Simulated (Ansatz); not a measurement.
Mulliken charges of ClGeH4Sn, SMILES `[Cl][SnH][GeH3]` radical from ωB97M-V/def2-TZVPP in Ansatz (PBE0-D4/def2-TZVP geometry).

```
atom   x (Å)   y (Å)   z (Å)  charge (e)
 Cl1  -2.598  -1.375   0.079      -0.361
 Sn2  -0.302  -1.420   0.608       0.408
 Ge3   0.542   1.000   0.004      -0.064
  H4   0.308  -2.661  -0.431      -0.079
  H5   0.264   1.297  -1.478       0.037
  H6  -0.205   2.003   0.892       0.034
  H7   2.052   1.088   0.280       0.025
```

Problem. By hand: the dipole of these point charges (1 e Å = 4.8032 D).

Solution. Σ q r = (0.810, 0.207, 0.236) e Å, of length 0.869 e Å = 4.17 D.

Problem. How does the dipole of the full density compare? (An estimate is asked.)

Solution. Computed: (0.544, 0.123, 0.140) e Å, 2.76 D; the point charges give 1.51 times that, at 2° from its direction.

Point charges leave out the atoms' own dipoles, such as those of lone pairs, and Mulliken's split depends on the basis, so the two needn't agree.
